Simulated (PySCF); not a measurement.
Peak assignment

Numbering as in the mapped SMILES `[CH3:1][c:2]1[cH:3][cH:4][c:5]([NH:6][SiH3:7])[cH:8][cH:9]1`. Each H is labelled by its parent atom.

Method: shieldings: GIAO B97-2/pcSseg-1, geometry: PBE0-D3(BJ)/def2-SVP, in PySCF (one conformer, no relativistic terms, gas phase, equivalent nuclei averaged).

Chemical shifts δ = σref − σ; TMS for $^{13}$C (σ = 183.69 ppm) and $^{1}$H (σ = 31.38 ppm), all at this level.

Problem. Assign these signals to the numbered atoms. $^{13}$C{$^{1}$H} NMR (computed): δ 146.1, 132.5, 128.2, 115.3, 22.3.

Solution. 
146.1 → C5, aromatic carbon bearing nitrogen: σ withdrawal by the attached heteroatom moves it downfield of the ring CH carbons
132.5 → C3/C9, aromatic CH: the aromatic region
128.2 → C2, substituted aromatic carbon
115.3 → C4/C8, aromatic CH: π donation from the O or N substituent raises the electron density at positions ortho and para to it
22.3 → C1, methyl carbon on an aromatic ring: a saturated carbon with 1 carbon neighbour and no heteroatom attached

Problem. Assign these signals to the numbered atoms. $^{1}$H NMR (400 MHz, computed): δ 7.05 (d, 2H), 6.49 (d, 2H), 4.65 (s, 3H), 2.75 (br s, 1H), 2.25 (s, 3H).

Solution. 
7.05 → H(C3)/H(C9), hydrogen on an aromatic CH: the ring current deshields protons in the ring plane
6.49 → H(C4)/H(C8), hydrogen on an aromatic CH
4.65 → H(Si7), hydrogen on a silicon bonded to N
2.75 → H(N6), hydrogen on an aniline-type nitrogen: exchangeable, gas-phase position
2.25 → H(C1), hydrogen on a methyl carbon on an aromatic ring: benzylic-type position, deshielded by the ring

OH and NH positions are those of a molecule without intermolecular hydrogen bonds; in solution they move with solvent, concentration and temperature, and exchange usually removes their couplings. Shifts are as computed. Against solution values, carbons near 30 ppm lie about +1 ppm off and those near 130 ppm about +2 ppm. Of 1211 compounds with measured shifts, 218 miss one by over three times the rms of a fit or turn the order of signals round; such compounds aren't used in these exercises. No couplings were computed; multiplicities are counted from neighbouring protons, with m where these are inequivalent, close in shift, in a saturated or five-membered ring or joined by F or P, and br s for small geminal =CH2 splittings.
